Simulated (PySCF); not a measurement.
FH2NSi, SMILES N[Si]F (connectivity only; charge and spin as stated), neutral, multiplicity 1.

Geometry optimised at PBE0-D3(BJ)/def2-TZVP. The values are those of a single conformer.

Method: PySCF 2.14.0 with TDA-ωB97X/def2-SVPD.

Vertical excitations. The molecule is in vacuum. State labels are in the subgroup Cs.

```tsv
state	symmetry	energy (eV)	λ (nm)	f	main pairs
S1	A"	5.52	224	0.192	HOMO→LUMO 96 %
S2	A'	6.90	180	0.085	HOMO→LUMO+1 47 %, HOMO−1→LUMO 40 %, HOMO→LUMO+2 10 %
S3	A'	7.32	169	0.296	HOMO→LUMO+2 49 %, HOMO−1→LUMO 37 %
S4	A'	7.88	157	0.253	HOMO→LUMO+1 44 %, HOMO→LUMO+2 31 %, HOMO−1→LUMO 18 %
S5	A"	7.91	157	0.047	HOMO−1→LUMO+1 95 %
S6	A'	8.21	151	0.378	HOMO→LUMO+3 87 %
S7	A"	8.43	147	0.053	HOMO−1→LUMO+2 83 %
S8	A"	9.29	133	0.030	HOMO−2→LUMO 96 %
S9	A'	9.36	132	0.030	HOMO→LUMO+4 85 %
S10	A"	9.83	126	0.000	HOMO−1→LUMO+5 64 %, HOMO−1→LUMO+3 20 %
T1	A"	3.23	384	0	HOMO→LUMO 98 %
T2	A'	5.37	231	0	HOMO→LUMO+1 48 %, HOMO→LUMO+2 41 %
T3	A'	5.57	223	0	HOMO−1→LUMO 96 %
T4	A'	6.99	177	0	HOMO→LUMO+2 41 %, HOMO→LUMO+1 34 %, HOMO→LUMO+4 12 %, HOMO→LUMO+3 7 %
```
Triplets are in the Tamm–Dancoff approximation.
